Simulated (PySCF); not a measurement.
Sn(OMe)(SH) (CH4OSSn), SMILES C[O][Sn][SH] (connectivity only; charge and spin as stated), neutral, multiplicity 1. Atoms are numbered in the order given.

```xyz
8

Sn     0.3521    -0.0236     0.6912
O     -1.2691    -1.0854     0.1761
C     -1.9441    -1.0812    -1.0547
H     -2.3528    -0.0835    -1.3089
H     -1.2915    -1.3863    -1.8963
H     -2.7902    -1.7900    -1.0110
S      0.5619     1.1127    -1.5187
H      1.6570     1.8072    -1.1265
```
Charge 0, spin multiplicity 1.

Geometry: B3LYP-D3(BJ)/def2-SVP. The structure was generated by enumeration; whether it is a known compound was not checked. The def2 effective core potentials stand for the cores of Sn; spin–orbit coupling is left out. Other conformers were not sampled.

These are B3LYP-D3(BJ)/def2-SVP (PySCF) values and carry that method's errors.

Frequencies are harmonic and unscaled.

Computed vibrational spectrum:
```
mode  ν (cm⁻¹)  IR (km/mol)  Raman (Å⁴/amu)  depolarisation  moving atoms (share of kinetic energy)
----  --------  -----------  --------------  --------------  --------------------------------------
1           43          0.1             0.3            0.75                                  H 99 %
2          115          2.5             3.3            0.73                  S 41 %, C 32 %, H 16 %
3          149         17.3             0.1            0.75                  O 57 %, H 20 %, C 15 %
4          247          3.2             1.3            0.48          O 39 %, C 29 %, H 19 %, Sn 9 %
5          302          7.6             7.9            0.75                                  H 93 %
6          318         39.1            19.7            0.34                         S 73 %, Sn 23 %
7          519         61.2            22.3            0.29                 O 66 %, Sn 14 %, C 13 %
8          623         23.1             9.5            0.71                                  H 93 %
9         1112        191.4            10.3            0.28                          O 49 %, C 44 %
10        1166          0.6             2.2            0.75                          H 77 %, C 19 %
11        1182          9.4             3.8            0.34                   H 72 %, C 20 %, O 8 %
12        1466          0.5             9.6            0.54                                  H 95 %
13        1469          4.6            30.7            0.75                                  H 97 %
14        1471         39.9            12.7            0.64                          H 89 %, C 10 %
15        2661          3.1           154.7            0.32                                  H 97 %
16        2966         77.4           171.5            0.02                                  H 97 %
17        3028         46.8            63.6            0.75                          H 90 %, C 10 %
18        3061         51.0           198.3            0.54                           H 91 %, C 9 %
```
